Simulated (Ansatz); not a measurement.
Basis-set extrapolation for C8H18O, SMILES `CC[C@H](C)O[C@@H](C)CC` (PBE0-D4/def2-TZVP geometry, frozen core, the Gaussian-basis code of Ansatz). Multiplicity 1, RHF reference.

```csv
,def2-TZVPP,def2-QZVPP
HF,-388.437143,-388.455302
MP2 correlation,-1.647189,-1.753429
CCSD(T) correlation,-1.805492,not run
```

Energies in hartree. Use E(X) = E(∞) + A·exp(−7.88·√X) for Hartree–Fock and E(X) = E(∞) + B·X^(−2.97) for correlation, with X = 3 and 4, and add CCSD(T) minus MP2 of the smaller set to the MP2 limit.

What is the CCSD(T) energy at the basis-set limit?

HF limit: -388.455302 + (-0.018159) × 0.13774 = -388.45780. MP2 limit: -1.753429 + (-0.106240) × 0.74074 = -1.83213. Higher-order term: -1.805492 − (-1.647189) = -0.15830. Total: -390.44823 hartree, 129.0 kcal/mol below CCSD(T)/def2-TZVPP.
